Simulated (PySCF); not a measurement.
Gas-phase reaction: 2 TiCl₄ + N₂ + 2 H₂ = 2 TiCl₃NH₂ + 2 Cl

Method: PySCF energies plus ideal-gas RRHO corrections (1 bar). † marks an energy on the PBE0/def2-TZVP geometry and frequencies; other levels use their own. CCSD(T) freezes the core. 6-31G* has spherical d functions here. Open shells (unrestricted): Cl (multiplicity 2, electronic degeneracy 6); the rest are closed-shell singlets. Spin-orbit splitting is ignored; it lowers the true energy and changes the entropy of Cl. B3LYP is the form with VWN-RPA correlation. TiCl₃NH₂: computed as isolated molecules; such fragments, hydroxides, amides, oligomers or adducts are transient or little studied in the gas. CCSD(T) isn't extrapolated to the basis-set limit. The harmonic model lacks anharmonicity and excited electronic states, which grow with temperature; levels with a mode under 35 cm⁻¹ are left out. Soft modes under 120 cm⁻¹ make the harmonic entropy rough for TiCl₄, TiCl₃NH₂. Warning, large T1 diagnostic: TiCl₄, TiCl₃NH₂ (CCSD(T)/def2-SVP†).

```csv
level,"ΔE electronic, kJ","ΔH°(298 K), kJ","ΔS°(298 K), J/K","ΔG°(1600 K), kJ"
B3LYP/6-31G*,370,414,-43,481
BLYP/def2-TZVP†,430,475,-41,536
CCSD(T)/def2-SVP†,395,439,-41,501
HF/def2-TZVP†,277,322,-41,383
M06-2X/def2-TZVP†,399,443,-41,504
PBE/def2-SVP,407,449,-43,512
PBE/def2-TZVP†,420,464,-41,525
PBE0/def2-QZVP†,371,415,-41,476
```
ΔH° is lowest at HF/def2-TZVP† and highest at BLYP/def2-TZVP†. No reference value is set beside these.
